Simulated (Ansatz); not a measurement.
Reaction (formal exchange of groups at a B–C bond): `C=CB(Cl)Cl` + GeH₄ → `Cl[B](Cl)[GeH3]` + `C=C`

Computed with Ansatz on PBE0-D4/def2-TZVP structures; ΔE is electronic, products minus reactants. CCSD(T)/CBS is the MP2 limit (def2-TZVPP, def2-QZVPP) plus CCSD(T) − MP2 in def2-TZVPP, frozen cores. This one scheme is used for every species. DFT in def2-TZVPP. B3LYP here is the variant with VWN-RPA as its local correlation; programs differ in this. HSE06 is defined as in plane-wave codes. For Ge outer-core shells are correlated without core-valence functions, which leaves a few kJ/mol of doubt a bond. Scalar relativity is left out up to krypton. Each species was taken in one conformer, which may not be the lowest.

```tsv
level	ΔE (kJ/mol)	difference from CCSD(T)/CBS
BLYP-D4	36.4	4.3
PBE0-D4	35.9	3.8
B3LYP-D4	38.1	6.0
r2SCANh-D4	38.8	6.7
B2PLYP	37.7	5.6
PBE-QIDH	38.1	6.0
revPBE	29.1	-3.0
PBE0	35.1	3.0
HSE06	35.2	3.1
BHLYP	41.1	9.0
LC-ωPBE	34.9	2.8
MP2/def2-TZVPP	39.1	7.0
SCS-MP2/def2-TZVPP	38.6	6.5
CCSD/def2-TZVPP	35.0	2.9
HF/def2-QZVPP	45.2	13.1
MP2/CBS(def2)	36.2	4.1
CCSD(T)/CBS	32.1	0
```

Largest T1 diagnostic among the species: 0.013.

In def2-TZVPP, CCSD(T) changes the Hartree–Fock value by −9.1 kJ/mol (the triples alone add −0.0 kJ/mol) and MP2 by −5.1 kJ/mol. Leaving LDA and LC-ωPBE aside and taking each functional with its dispersion term where it has one, the values, not all of them listed here, spread over 13.9 kJ/mol, from PBE-D4 to B97M-V. LDA lies +8.0 kJ/mol from PBE without D4. At CCSD(T), def2-SVP lies +13.9 kJ/mol from the extrapolated value and def2-TZVPP +2.9 kJ/mol.
